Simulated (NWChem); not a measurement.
System: C₂H₃F₂NSi; SMILES F[Si@@H]1[C@H](N=C1)F

```xyz
9

F     -1.1327    -1.8884    -0.1499
C     -0.3357    -0.9517     0.4510
N      1.1060    -1.1820     0.2071
C      1.5798    -0.0015    -0.0782
Si    -0.1012     0.7940    -0.3535
F     -0.5836     2.2024     0.3387
H     -0.5137    -0.9764     1.5498
H      2.6676     0.1666    -0.1859
H     -0.4973     0.8607    -1.8000
```
Atoms are numbered in this order, from 1.

Computed with NWChem. Pople sets run with spherical d functions. The geometry was optimised at PBE-D3(BJ)/def2-SVP. Ions are spin-unrestricted doublets at the neutral geometry; other ion states weren't tried.

For level r2SCAN/6-31G*:

| Quantity | Value |
|---|---|
| −ε(HOMO) (eV) | 6.31 |

### Question
How do the values read with level PBE/6-31G* instead?

### Answer
* **−ε(HOMO) (eV)**: 5.97
